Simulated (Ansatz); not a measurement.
C8H6N2 (`c1ccc2nccnc2c1`). Charge 0, multiplicity 1. Geometry: relaxed with PBE0-D4/def2-TZVP.

```xyz
16

C     1.420    0.837    1.631
C     0.829   -0.338    2.139
C    -0.062   -1.052    1.387
C    -0.397   -0.613    0.090
N    -1.280   -1.326   -0.648
C    -1.546   -0.866   -1.840
C    -0.953    0.312   -2.349
N    -0.099    1.020   -1.664
C     0.199    0.569   -0.422
C     1.114    1.285    0.376
H     2.124    1.387    2.245
H     1.086   -0.675    3.137
H    -0.530   -1.957    1.754
H    -2.253   -1.425   -2.448
H    -1.205    0.657   -3.349
H     1.554    2.184   -0.038
```

What is the dipole moment at ωB97M-V/def2-TZVPP? (Estimate.)

Computed: 0.39 D, with components (0.20, 0.04, 0.33) D in this frame, pointing from negative to positive charge.

And with PBE, r2SCAN, B3LYP? (Best estimate.)

The calculation gave: PBE 0.61 D, r2SCAN 0.57 D, B3LYP 0.54 D.

Give the Mulliken charges with ωB97M-V, r2SCAN, PBE in def2-TZVPP. (An estimate is asked.)

Computed: 
| atom | ωB97M-V | r2SCAN | PBE |
| --- | --- | --- | --- |
| C1 | -0.09 | -0.06 | -0.08 |
| C2 | -0.09 | -0.06 | -0.08 |
| C3 | -0.15 | -0.18 | -0.16 |
| C4 | 0.09 | 0.15 | 0.06 |
| N5 | -0.20 | -0.26 | -0.12 |
| C6 | -0.01 | 0.05 | -0.03 |
| C7 | -0.01 | 0.05 | -0.03 |
| N8 | -0.20 | -0.26 | -0.12 |
| C9 | 0.09 | 0.15 | 0.06 |
| C10 | -0.15 | -0.18 | -0.16 |
| H11 | 0.12 | 0.10 | 0.12 |
| H12 | 0.12 | 0.10 | 0.12 |
| H13 | 0.12 | 0.10 | 0.10 |
| H14 | 0.12 | 0.08 | 0.10 |
| H15 | 0.12 | 0.08 | 0.10 |
| H16 | 0.12 | 0.10 | 0.10 |

B3LYP here is the variant with VWN-RPA as its local correlation; programs differ in this.
